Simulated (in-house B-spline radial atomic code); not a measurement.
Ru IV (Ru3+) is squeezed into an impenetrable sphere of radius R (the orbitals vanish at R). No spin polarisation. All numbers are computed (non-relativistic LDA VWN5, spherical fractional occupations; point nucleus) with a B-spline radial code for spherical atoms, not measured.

Energies in eV above the free ion in [Kr] 4d5:

| R (bohr) | highest level (eV) | [Kr] 4d5 | [Ar] 3d10 4s2 4p5 4d6 | [Kr] 4d4 4f1 | -dE/dV in [Kr] 4d5 (GPa) |
| --- | --- | --- | --- | --- | --- |
| 9.79 | -38 | 0 | 41.89 | 29.79 | 1.28e-07 |
| 6.91 | -38 | 0.0002215 | 41.89 | 30.12 | 0.00114 |
| 4.91 | -37.9 | 0.05634 | 41.95 | 32.16 | 0.536 |
| 4.08 | -37.6 | 0.4931 | 42.41 | 35.03 | 6.55 |
| 3.46 | -36.3 | 2.398 | 44.47 | 40.15 | 43.9 |
| 3.07 | -34.4 | 6.524 | 48.94 | 47.23 | 155 |
| 2.46 | -25.5 | 33.51 | 77.84 | 80.86 | 1330 |
| 2.4 | -23.9 | 39.67 | 84.35 | 87.83 | 1670 |
| 1.82 | 11.5 | 222.2 | 273.6 | 278.8 | 18000 |
| 1.43 | 88.6 | 790.6 | 851.1 | 847.2 | 113000 |

(1) Does [Ar] 3d10 4s2 4p5 4d6 fall below [Kr] 4d5 under compression?

(2) Does [Kr] 4d4 4f1 fall below [Kr] 4d5 under compression?

The highest level is first positive in the row R = 1.82 bohr, pushed up by confinement above the zero of the free ion's potential. Each configuration is held fixed and needn't be the lowest in the sphere.

## Answers

(1) No, it stays above over the whole range.

(2) No, it stays above over the whole range.
